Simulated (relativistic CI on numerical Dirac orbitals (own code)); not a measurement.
# Spin-allowed bands of a d8 ion in an octahedral site, by hand

Problem. Take Δ = 12500 cm⁻¹ and B = 500 cm⁻¹ for a d8 ion in an octahedral site. Calculate the three spin-allowed bands.

Working.
1. The terms of highest spin are 3F (energy 0) and 3P (15B = 7500 cm⁻¹). Here the F term splits into A2 at −1.2Δ = -15000, T2 at −0.2Δ = -2500 and T1 at +0.6Δ = 7500 cm⁻¹.
2. The two T1 states mix through the element 0.4Δ: H = [[7500, 5000], [5000, 7500]], with roots ½(H₁₁ + H₂₂) ∓ ½√[(H₂₂ − H₁₁)² + 4H₁₂²] = ½(15000) ∓ ½(10000) = 2500 and 12500 cm⁻¹.
3. The ground term is 3A2 at -15000 cm⁻¹.
4. Bands: 3T2 12500 cm⁻¹ (800 nm), 3T1(F) 17500 cm⁻¹ (571 nm), 3T1(P) 27500 cm⁻¹ (364 nm).

Check. Exact diagonalisation of the whole d8 shell with these parameters gives 3T2 12500, 3T1 17500, 3T1 27500 cm⁻¹. The match is exact, since without spin-orbit coupling no other term has this spin. The ratio of the second band to the first, 1.400, depends on Δ/B = 25.0 alone, which is how a Tanabe-Sugano diagram is read.
